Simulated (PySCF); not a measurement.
B(CCH)(F)(OH) (C2H2BFO), SMILES C(B(F)O)#C. Geometry: B3LYP-D3(BJ)/def2-SVP. The values are those of a single conformer.

Computed equilibrium geometry at B3LYP-D3(BJ)/def2-SVP (PySCF confirms it by a frequency run) as Cartesian coordinates in Å, and its point group (one conformer of several):
point group Cs.
```xyz
7

B      0.0236     0.4892     0.0000
C      0.0308    -1.0498     0.0000
C      0.0013    -2.2657     0.0000
H     -0.0124    -3.3406     0.0000
F      1.1707     1.1582     0.0000
O     -1.1154     1.2123     0.0000
H     -1.9111     0.6660     0.0000
```
Charge 0, spin multiplicity 1.
